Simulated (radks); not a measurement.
The numbers below are computed, except where a source is named.
Valence configurations of Pm IV (all share [Xe]). Code: a radial shooting solver on a logarithmic mesh with Libxc functionals. Model: scalar-relativistic Kohn-Sham, PBEsol, spin-polarised, spherical densities, finite nucleus; open shells are filled with parallel spins first (spin-orbit coupling, left out, can overturn this in heavy ions); Fermi nuclear charge, rms radius 4.962 fm. Energies are relative to 4f4; eigenvalues in eV for spin up.

| valence | E (eV) | moment (Bohr magnetons) | e(4f) | e(5d) | e(6p) | e(6s) |
|---|---|---|---|---|---|---|
| 4f4 | 0.000 | 4 | -32.871 | - | - | - |
| 4f3.5 5d0.5 | 4.737 | 4 | -36.172 | -25.609 | - | - |
| 4f2.5 5d1.5 | 17.804 | 4 | -43.242 | -27.665 | - | - |
| 4f3 5d1 | 10.643 | 4 | -39.634 | -26.647 | - | - |
| 4f3 6p1 | 19.983 | 4 | -43.777 | - | -19.764 | - |
| 4f3 6s1 | 14.652 | 4 | -42.741 | - | - | -24.534 |
| 4f2 6s2 | 38.086 | 2 | -53.597 | - | - | -26.266 |
| 4f1 5d2 6s1 | 53.882 | 4 | -58.261 | -32.840 | - | -26.252 |
| 5d2 6s1 6p1 | 97.142 | 4 | - | -37.846 | -22.627 | -28.995 |
| 4f1.5 5d0.5 6p2 | 60.105 | 4 | -59.580 | -35.302 | -22.390 | - |

NIST lists [Xe] 4f4 as the ground configuration; this level of theory agrees among the configurations tried. The energies are those of spherical high-spin densities, not of single terms.
